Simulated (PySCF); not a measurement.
Sn(H)(SH)3, H4S3Sn, SMILES [SH][SnH]([SH])[SH], CAM-B3LYP/def2-SVP optimised geometry.

```
8

Sn    -0.68     0.34     0.00
S     -1.45    -0.84     1.97
S      1.74     0.34     0.00
S     -1.44    -0.86    -1.96
H     -1.27     1.94     0.00
H     -0.22    -1.37     2.19
H      1.79    -0.64    -0.93
H     -1.79    -1.94    -1.22
```

Density from PySCF with CAM-B3LYP/def2-TZVP, def2 effective core potentials past Kr at that geometry. The core electrons that the potentials of Sn replace are not part of the density.

Minimum of the electron density along straight lines between bonded atoms, close to the bond critical point (lines longer than 1.1 times the sum of covalent radii, or with two minima, are not listed):

```csv
bond,length / Å,ρ at the minimum / e bohr⁻³,∇²ρ there / e bohr⁻⁵,position (fraction from the first atom)
Sn1–S2,2.420,0.085,0.08,0.47
Sn1–S3,2.419,0.085,0.08,0.47
Sn1–S4,2.420,0.085,0.08,0.47
Sn1–H5,1.704,(withheld),(withheld),0.63
S2–H6,1.350,0.212,-0.60,0.65
S3–H7,1.350,0.212,-0.60,0.65
S4–H8,1.350,0.212,-0.60,0.65
```

### Question
Complete the blanks.

### Answer

- Sn1–H5, ρ at the minimum / e bohr⁻³: 0.117
- Sn1–H5, ∇²ρ there / e bohr⁻⁵: 0.06
